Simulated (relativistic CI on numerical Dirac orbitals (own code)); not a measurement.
One change at a time: Hg LIII

Base calculation: Dirac-Coulomb-Breit CI, KLI orbitals optimised for each configuration, a model potential for QED, unscaled Slater integrals.

Configurations in the expansion (outside the closed core [Ne]): 3s²3p⁶3d¹⁰, 3s²3p⁶3d⁹4s, 3s²3p⁶3d⁹4p, 3s²3p⁶3d⁹4d, 3s²3p⁵3d¹⁰4s, 3s²3p⁶3d⁹4f, 3s²3p⁵3d¹⁰4p, 3s²3p⁶3d⁸4s², 3s²3p⁵3d¹⁰4d, 3s²3p⁶3d⁸4s4p, 3s3p⁶3d¹⁰4s, 3s²3p⁶3d⁹5s, 3s²3p⁵3d¹⁰4f, 3s²3p⁶3d⁸4p², 3s²3p⁶3d⁸4s4d, 3s²3p⁶3d⁹5p. Levels of other configurations are missing.

The lowest level and the first level of each name with at least 55 % of one term (blank where a level has no safe partner in the second run):

| Level | Base (eV) | Shift (eV) |
| --- | --- | --- |
| 3s²3p⁶3d¹⁰ ¹S0 | 0.00 | 0.00 |
| 3s²3p⁶3d⁹4s ³D3 | 1919.38 | +247.07 |
| 3s²3p⁶3d⁹4s ¹D2 | 1921.51 |  |
| 3s²3p⁶3d⁹4s ³D1 | 2016.50 | +149.94 |
| 3s²3p⁶3d⁹4s ³D2 | 2017.83 |  |
| 3s²3p⁶3d⁹4p ³F°2 | 2127.88 | +131.81 |
| 3s²3p⁶3d⁹4p ³F°4 | 2186.24 | +73.46 |
| 3s²3p⁶3d⁹4p ¹P°1 | 2189.69 |  |
| 3s²3p⁶3d⁹4p ³D°3 | 2192.05 |  |
| 3s²3p⁶3d⁹4p ³P°0 | 2279.80 | -24.21 |
| 3s²3p⁶3d⁹4d ¹P1 | 2383.80 | +34.26 |
| 3s²3p⁶3d⁹4d ³G5 | 2385.65 | +31.80 |
| 3s²3p⁶3d⁹4d ³D3 | 2390.23 | +29.75 |
| 3s²3p⁶3d⁹4d ³F4 | 2392.35 |  |
| 3s²3p⁶3d⁹4d ³P0 | 2412.00 | +6.06 |
| 3s²3p⁵3d¹⁰4s ³P°2 | 2446.99 | +127.95 |
| 3s²3p⁶3d⁹4d ³G3 | 2450.46 |  |
| 3s²3p⁵3d¹⁰4s ¹P°1 | 2450.70 |  |
| 3s²3p⁶3d⁹4d ³F2 | 2457.07 | -32.44 |
| 3s²3p⁶3d⁹4d ¹S0 | 2499.11 | -12.52 |
| 3s²3p⁶3d⁹4f ³P°0 | 2553.87 | +31.59 |
| 3s²3p⁶3d⁹4f ³P°1 | 2557.48 | +27.97 |

At this charge energies of transitions that change n are usually good to better than 1 %, and those within a shell (Δn = 0) to a few per cent.

Q: One thing was changed in a second run, which moved the levels as shown. Which?
A. valence Slater integrals scaled by 0.9
B. QED terms removed
C. non-relativistic limit
D. Breit term removed
E. configuration mixing switched off

A: C. Non-relativistic limit. Without relativity the fine structure collapses and s electrons lose their extra binding.

LS names give the leading component of a level, which can be under half, so a name can repeat, a term be missing and a line seem to break the LS rules.
